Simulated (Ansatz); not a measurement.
System: CuF$_{2}$ (charge 0, doublet). The spin state was set by rule; other spins were not relaxed. 
Coordinates optimised at B3LYP-D3(BJ)/def2-TZVP (Ansatz, an electronic-structure program):
```xyz
3

Cu     0.0000     0.0000     0.0000
F      0.0000     0.0000     1.7336
F      0.0000     0.0000    -1.7336
```
Charge 0, spin multiplicity 2.

Total electronic energies in hartree. Valence correlation only, unless marked. Open shells are spin-unrestricted. No spin-orbit coupling. Frozen are the shells of the preceding noble gas and the d and f shells that filled before the atom's block. No relativistic terms. CBS marks a two-point X^-3 extrapolation of the correlation energy; Hartree-Fock from the larger set. [CCSD(T)-MP2]/basis is that difference in the basis named.

| level | program | energy (Eh) |
|---|---|---|
| HF/6-31G | Ansatz | -1837.58375 |
| HF/def2-SVP | Ansatz | -1837.47224 |
| HF/def2-QZVPP | Ansatz | -1838.03007 |
| BLYP-D3(BJ)/def2-TZVPD | Ansatz + dftd3 | -1840.40691 |
| BLYP/def2-TZVPD | Ansatz | -1840.40503 |
| r2SCAN-D4/def2-TZVPD | Ansatz + dftd4 | -1840.21995 |
| PBE0/6-31G* | Ansatz | -1839.49135 |
| PBE0-D4/def2-TZVPD | Ansatz + dftd4 | -1839.87613 |
| PBE0/def2-TZVPD | Ansatz | -1839.87523 |
| PBE0/def2-QZVPP | Ansatz | -1839.93217 |
| B2PLYP-D3(BJ)/def2-TZVPD | Ansatz + dftd3 | -1839.90387 |
| B2PLYP-D4/def2-TZVPD | Ansatz + dftd4 | -1839.90384 |
| B2PLYP/def2-TZVPD | Ansatz | -1839.90311 |
| MP2/6-31G | Ansatz | -1838.01184 |
| MP2/def2-TZVPP | Ansatz | -1838.88741 |
| RI-MP2/def2-TZVPPD | Ansatz | -1838.89860 |
| SCS-MP2/def2-SVP | Ansatz | -1838.02687 |
| SCS-MP2/def2-TZVPP | Ansatz | -1838.82590 |
| CCSD/STO-3G | Ansatz | -1816.60959 |
| CCSD/6-31G | Ansatz | -1837.99969 |
| CCSD(T)/6-31G* | Ansatz | -1838.19117 |
| CCSD(T)/def2-TZVPP | Ansatz | -1838.88724 |
| RI-MP2/CBS(def2-TZVPPD,def2-QZVPPD)+[CCSD(T)-MP2]/def2-TZVPPD | Ansatz | -1839.0772 |

Totals of different functionals don't rank their quality; only differences between species are comparable.
